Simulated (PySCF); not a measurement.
Input of a run (PBE0-D3(BJ)/def2-SVP geometry optimisation, gas phase (PySCF 2.14.0)), started from GFN2-xTB:
```
{"job": {"xc": "PBE0", "basis": "def2-SVP", "d3": "d3bj", "grid": 1, "kind": "geom"}, "charge": -1, "multiplicity": 1}
C     -1.769921     0.602553    -0.782870
O     -0.792769    -0.366479    -1.153466
C     -0.140721    -0.917921    -0.094534
F     -0.944135    -1.941512     0.465880
C      1.317283    -1.219170    -0.116304
C      0.754507    -0.208928     0.852613
C      1.079584     1.332769     0.621206
O      2.064770     1.566448    -0.076247
O      0.290824     2.103280     1.181924
H     -2.112405     1.054523    -1.712127
H     -1.332179     1.362019    -0.130581
H     -2.610536     0.120200    -0.271904
H      1.638641    -2.191688     0.230704
H      1.889413    -0.804913    -0.933648
H      0.663231    -0.483191     1.897442
```

Output (energies in Eh, forces in Eh/bohr):
```
step   0  E = -518.73660369  max force = 0.016627
step   1  E = -518.73690588  max force = 0.010234
step   2  E = -518.73769688  max force = 0.008122
step   3  E = -518.73862237  max force = 0.005848
step   4  E = -518.73888751  max force = 0.006252
step   5  E = -518.73915573  max force = 0.002127
step   6  E = -518.73920408  max force = 0.001500
step   7  E = -518.73924808  max force = 0.000570
step   8  E = -518.73926665  max force = 0.000590
step   9  E = -518.73928130  max force = 0.000705
step  10  E = -518.73928818  max force = 0.000786
step  11  E = -518.73929575  max force = 0.000341
optimisation converged
```

Question: Summarise the run.

Answer: The energy falls by 7.1 kJ/mol over 12 energy and gradient evaluations, the largest force component goes from 0.0166 to 3.4e-04 Eh/bohr, and the atoms move by 0.104 Å rms after alignment. Among the bonds, C3–F4 and C6–C7 change most and about equally (-0.031 to -0.030 Å). Bonds longer at the end by more than 0.005 Å: 9 of 15; shorter: 4. Among the angles that change most is C6–C5–H14, from 115.3° to 111.5°. Among the dihedrals that turn most is H15–C6–C7–O8, from 126° to 139°. The energy never rose by more than 1e-6 Eh on the way. The first step brought 11 % of the lowering.

Question: What are the final bond lengths?

Answer: C1–O2 1.413 Å, O2–C3 1.357 Å, C3–F4 1.387 Å, C3–C5 1.475 Å, C5–C6 1.521 Å, C6–C7 1.561 Å, C7=O8 1.240 Å, C7–O9 1.249 Å, C3–C6 1.483 Å, C1–H10 1.100 Å, C1–H11 1.104 Å, C1–H12 1.106 Å, C5–H13 1.094 Å, C5–H14 1.095 Å, C6–H15 1.095 Å. Numbering counts from 1 in the input's order; the species is `CO[C@@]1(F)C[C@H]1C(=O)[O-]`.

The run used 156 basis functions and 89 SCF cycles in all.

Stationary, but not proved a minimum. The geometry's basis has no diffuse functions, a weakness for an anion.

One conformer stands for the species.
